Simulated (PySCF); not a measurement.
## How methods differ on the ionisation energy of S⁺

S⁺ [Ne] 3s2 3p3 (4S) → S²⁺ [Ne] 3s2 3p2 (3P), as a difference of total energies. All numbers are calculated (PySCF 2.14, the non-relativistic Hamiltonian (point nucleus), in cc-pV(T+d)Z (5s4p3d1f, 39 functions)). Correlated levels: valence: [Ne] frozen. The calculations carry no spin-orbit coupling.

```csv
method,ionisation energy (eV),difference from reference (eV)
UHF,22.720,-0.618
PBE,23.322,-0.016
BP86,23.346,+0.008
MP2 (valence),23.336,-0.002
SCS-MP2 (valence),23.149,-0.189
CCSD (valence),23.268,-0.070
CCSD(T) (valence),23.306,-0.032
```

Reference: 23.338 eV (measured; NIST Atomic Spectra Database, ionization energies).

The reference lies between the lowest fine-structure levels, while these numbers refer to the centres of the terms.

Errors of the correlated levels include the incompleteness of this basis and the frozen core.
